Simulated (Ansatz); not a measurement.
`Cl[Si](Cl)(Cl)[GeH3]` → 3 Cl• + Ge• + 3 H• + Si•  (atomization)

Isolated molecules relaxed with PBE0-D4/def2-TZVP in Ansatz; ΔE leaves out vibrations. CCSD(T)/CBS is the MP2 limit (def2-TZVPP, def2-QZVPP) plus CCSD(T) − MP2 in def2-TZVPP, frozen cores. This one scheme is used for every species, atoms too. DFT in def2-TZVPP. B3LYP here is the variant with VWN-RPA as its local correlation; programs differ in this. No spin–orbit coupling; open shells (•) take unrestricted orbitals. Spin–orbit coupling would lower the free atoms: a little for Cl, Si; clearly for Ge. For Ge outer-core shells are correlated without core-valence functions, so the limit isn't a true one: a few kJ/mol of doubt a bond, and 10 to 20 or more in all where bonds break to atoms. Scalar relativity is left out up to krypton.

`Cl[Si](Cl)(Cl)[GeH3]`:

Z-matrix (Å, degrees):
```
Si
Cl 1 2.043
Cl 1 2.043 2 108.2
Cl 1 2.043 2 108.2 3 116.9
Ge 1 2.371 2 110.7 3 -121.5
H 5 1.534 1 108.8 2 -180.0
H 5 1.534 1 108.8 2 -60.0
H 5 1.534 1 108.7 2 60.0
```

CCSD(T)/CBS gives +2349.7 kJ/mol.

(1) Another level gave +2348.5 kJ/mol. Which?
A. CAM-B3LYP-D4/def2-TZVPP
B. r2SCANh-D4/def2-TZVPP
C. B3LYP/def2-TZVPP
D. r2SCAN0/def2-TZVPP

Largest T1 diagnostic among the species: 0.012.

Results:

(1) B. r2SCANh-D4 2348.5, CAM-B3LYP-D4 2306.6, B3LYP 2246.3, r2SCAN0 2321.5 kJ/mol.

The D4 term adds +51.1 kJ/mol with B3LYP and +26.8 kJ/mol with PBE0; it sums over pairs of atoms, weighted by their polarisabilities, and B3LYP, whose exchange is more repulsive, gets the larger term. From r2SCAN to r2SCAN0 (25 % exact exchange), in def2-TZVPP and without D4, ΔE moves by −32.8 kJ/mol: exact exchange takes away binding that semilocal exchange gives to molecules.

For atomizations the MP2-based limit and the directly extrapolated one differ by several kJ/mol either way, and by 10 to 25 for some Ge, Se and Sn compounds, so smaller differences from it don't rank the levels.
